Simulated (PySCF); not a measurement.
3-ethynylthiophene (C6H4S), SMILES c1(C#C)ccsc1. Atoms are numbered in the order given.

```xyz
11

C      0.1478    -3.3068     0.0000
C      0.0679    -2.0954     0.0000
C     -0.0392    -0.6735     0.0000
C     -1.2889     0.0437     0.0000
C     -1.1180     1.4010     0.0000
S      0.5584     1.8381     0.0000
C      1.0453     0.1861     0.0000
H      0.2211    -4.3776     0.0000
H     -2.2597    -0.4514     0.0000
H     -1.8843     2.1744     0.0000
H      2.0987    -0.0865     0.0000
```
Charge 0, spin multiplicity 1.

The structure is a stationary point at B3LYP-D3(BJ)/def2-SVP.

These are PySCF with PBE0/pcSseg-1 values and carry that method's errors.

GIAO shieldings, no solvent; atoms alike by connectivity are averaged. δ = σ(ref) − σ: ¹³C against TMS (σ = 186.3 ppm); ³³S against H2S (σ = 716.7 ppm); ¹H against TMS (σ = 31.56 ppm), references at their B3LYP-D3(BJ)/def2-TZVP geometries, non-relativistic.

| atoms | nucleus | count | δ (ppm) |
|---|---|---|---|
| C7 | ¹³C | 1 | 144.0 |
| C4 | ¹³C | 1 | (withheld) |
| C5 | ¹³C | 1 | (withheld) |
| C3 | ¹³C | 1 | (withheld) |
| C1 | ¹³C | 1 | (withheld) |
| C2 | ¹³C | 1 | 83.2 |
| S6 | ³³S | 1 | (withheld) |
| H11 | ¹H | 1 | 7.76 |
| H9 | ¹H | 1 | 7.55 |
| H10 | ¹H | 1 | 7.43 |
| H8 | ¹H | 1 | 3.41 |

Task: Complete the blanks. (An estimate is asked for; the answer gives what the named calculation found.)

Result: 
- C4, δ (ppm): 139.5
- C5, δ (ppm): 136.1
- S6, δ (ppm): 450.5
- C3, δ (ppm): 129.3
- C1, δ (ppm): 88.3
